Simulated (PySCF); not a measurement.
# [Au(NH3)2]+: one run

[Au(NH3)2]+ (singlet). PySCF 2.14.0, RKS CAM-B3LYP, Au def2-SVP with ECP60, N def2-SVP, H def2-SVP; non-relativistic Hamiltonian with scalar-relativistic core potentials where named; density fitting; no spin-orbit coupling. Purpose: singlet excitations, Tamm-Dancoff CAM-B3LYP.

```python
mol = gto.M(atom='''
Au    -0.00000     0.00000    -0.00000
N     -0.00000     0.00000     2.06181
H      0.82369     0.47555     2.44543
H     -0.82369     0.47555     2.44543
H     -0.00000    -0.95111     2.44543
N      0.00000    -0.00000    -2.06181
H      0.82369    -0.47555    -2.44543
H     -0.82369    -0.47555    -2.44543
H      0.00000     0.95111    -2.44543''',
    basis={'Au': 'def2-SVP', 'N': 'def2-SVP', 'H': 'def2-SVP'},
    ecp={'Au': 'def2-SVP'},
    charge=1, spin=0)
mf = dft.RKS(mol, xc='CAMB3LYP')
mf.grids.atom_grid = (50, 194)
mf = mf.density_fit()  # fitting sets: Au def2-universal-JKFIT, N def2-universal-JKFIT, H def2-universal-JKFIT
mf.conv_tol = 1e-08; mf.max_cycle = 55
mf.kernel(dm0)  # dm0: converged density of the relaxed state
td = mf.TDA(); td.nstates = 8; td.kernel()
```

Run from Python with OMP_NUM_THREADS=2; the lines above give its settings. Where DIIS fails, smearing, a level shift and second-order steps follow.
It took 38 s on 2 threads of Arm Neoverse V1, with other jobs on the host, from an already converged density.

(1) Where do the frontier levels lie, over both spins?

(2) What does the SCF print?

(3) What are the Mulliken charges and spins?

(4) Which singlet excitations follow (Tamm-Dancoff, 8 states)?

The geometry was relaxed with r2SCAN (Au def2-SVP with ECP60, N def2-SVP, H def2-SVP).

## Answers

(1) HOMO -13.73 eV, LUMO -3.62 eV. 

(2) 
```
init E= -248.501423954062
cycle= 1 E= -248.504350451887  delta_E= -0.00293  |g|= 0.0294  |ddm|= 0.25
cycle= 2 E= -248.504397287409  delta_E= -4.68e-05  |g|= 0.0314  |ddm|= 0.0549
cycle= 3 E= -248.504600658713  delta_E= -0.000203  |g|= 0.00186  |ddm|= 0.0285
cycle= 4 E= -248.504603499757  delta_E= -2.84e-06  |g|= 0.000638  |ddm|= 0.00826
cycle= 5 E= -248.504603614939  delta_E= -1.15e-07  |g|= 0.000185  |ddm|= 0.00121
cycle= 6 E= -248.504603644853  delta_E= -2.99e-08  |g|= 1.91e-05  |ddm|= 0.000873
cycle= 7 E= -248.504603645129  delta_E= -2.76e-10  |g|= 4.53e-06  |ddm|= 7.93e-05
Extra cycle  E= -248.504603645135  delta_E= -6.03e-12  |g|= 2.41e-06  |ddm|= 9.24e-06
converged SCF energy = -248.504603645135
```

(3) 
| atom | charge (e) | spin (e) |
| --- | --- | --- |
| Au1 | 0.189 | 0.000 |
| N2 | -0.188 | 0.000 |
| H3 | 0.198 | 0.000 |
| H4 | 0.198 | 0.000 |
| H5 | 0.198 | 0.000 |
| N6 | -0.188 | 0.000 |
| H7 | 0.198 | 0.000 |
| H8 | 0.198 | 0.000 |
| H9 | 0.198 | 0.000 |

(4) 
| state | eV | oscillator strength |
| --- | --- | --- |
| 1 | 6.66 | 0.0000 |
| 2 | 6.82 | 0.0000 |
| 3 | 6.82 | 0.0000 |
| 4 | 7.21 | 0.0000 |
| 5 | 7.21 | 0.0000 |
| 6 | 7.44 | 0.1366 |
| 7 | 7.44 | 0.1365 |
| 8 | 7.86 | 0.0000 |
